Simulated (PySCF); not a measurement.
C3H6FNSi, SMILES C#C[C@H](N)[SiH2]F.

Geometry optimised at ωB97X-D3(BJ)/def2-SVP. The structure was generated by enumeration; whether it is a known compound was not checked. One conformer was computed; it need not be the lowest.

Two levels are set side by side: PBE/def2-TZVP (PySCF) and r2SCAN/def2-TZVP (PySCF). Same geometry, gas phase. Differences are taken from unrounded values.

```tsv
quantity	PBE
orbital gap (eV)	4.52
highest occupied level (eV)	-5.59
lowest empty level (eV)	-1.07
dipole moment (D)	0.83
mean polarisability (bohr³)	69.3
```

**Question.** These are the PBE values. What does r2SCAN give? (An estimate is asked for; the answer gives what the named calculation found.)

**Answer.** 
| quantity | r2SCAN | PBE minus r2SCAN |
|---|---|---|
| orbital gap (eV) | 5.11 | -0.60 |
| highest occupied level (eV) | -5.84 | 0.25 |
| lowest empty level (eV) | -0.73 | -0.35 |
| dipole moment (D) | 0.89 | -0.06 |
| mean polarisability (bohr³) | 67.3 | 2.0 |

Rough cost on one machine, each run with all the roots and properties that it gave: r2SCAN against PBE about 4 times.
